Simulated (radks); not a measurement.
Numerical settings for neutral bismuth, [Hg] 6p3. Method: scalar-relativistic Kohn-Sham, SCAN, spin-polarised, spherical densities, finite nucleus; open shells are filled with parallel spins first (spin-orbit coupling, left out, can overturn this in heavy ions); meta-GGA in the generalised Kohn-Sham scheme; Fermi nuclear charge, rms radius 5.5211 fm; computed with a radial shooting solver on a logarithmic mesh with Libxc functionals. The defaults (mesh step 0.008 in ln r, mesh end at 40 bohr or more with all orbitals vanishing there, Anderson mixing 0.5 over 9 steps, residual threshold near 1e-9 with the energy settled to 1e-9 hartree or 1e-11 of itself, here a cap of 91 iterations) give E = -21527.633 hartree and 6p at -5.562 eV in 20 iterations. Run on one thread of a shared host, so times are rough (Arm Neoverse N1): 0.54 s of CPU time, 0.54 s wall, 20 iterations on 2440 mesh points. Changes against that run (0 stands for a change within the tolerance of the run):

setting                    iterations         converged  E (mhartree)  e(6p) (meV)  CPU (s)
mesh step in ln r 0.03             15               yes         +82.3       -0.501     0.14
mesh step in ln r 0.2               2                no      diverged            -     0.01
mesh step in ln r 0.02             16               yes         -7.98        -1.57     0.21
mesh end (bohr) 2                  12  level above zero     +2.11e+04    +1.31e+05     0.29
mesh end (bohr) 400                20               yes        +0.012            0     0.54
residual threshold 0.01            18               yes       -0.0042      -0.0173      0.5
residual threshold 1e-05           18               yes       -0.0042      -0.0173      0.5
mixing 2.5                         34               yes             0      -0.0142     0.96
linear mixing, mixing 0.5          51               yes             0     -0.00386      1.1
linear mixing, mixing 0.2          91                no             0     -0.00801        2
mixing history 3                   25               yes             0            0     0.64
iteration cap 8                     8                no       +0.0153        +1.56     0.25

Settled on a wrong energy, with an occupied level pushed above zero by the early mesh end: mesh end (bohr) 2 (+21.1 hartree). Apart from these: settings that end as converged yet miss the energy by more than 1 mhartree: mesh step in ln r 0.03 (+0.0823 hartree); mesh step in ln r 0.02 (-0.00798 hartree). A mesh that ends early acts as a hard wall.
